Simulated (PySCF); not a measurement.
SiH2FCl, SMILES F[SiH2]Cl. The structure is a stationary point at B3LYP-D3(BJ)/def2-TZVP.

TDA-ωB97X/def2-SVPD in PySCF puts the lowest singlet excitations at 8.18, 8.35, 9.02, 9.23, 9.40, 9.67 eV.

Question: What are the lowest excitation roots from ADC(2)/aug-cc-pVDZ (PySCF)? (An estimate is asked for; the answer gives what the named calculation found.)

Answer: 8.29, 8.35, 8.86, 8.90, 9.11, 9.49 eV. S1 differs by 0.11 eV (second minus first; roots are paired by order, and the bases may differ).
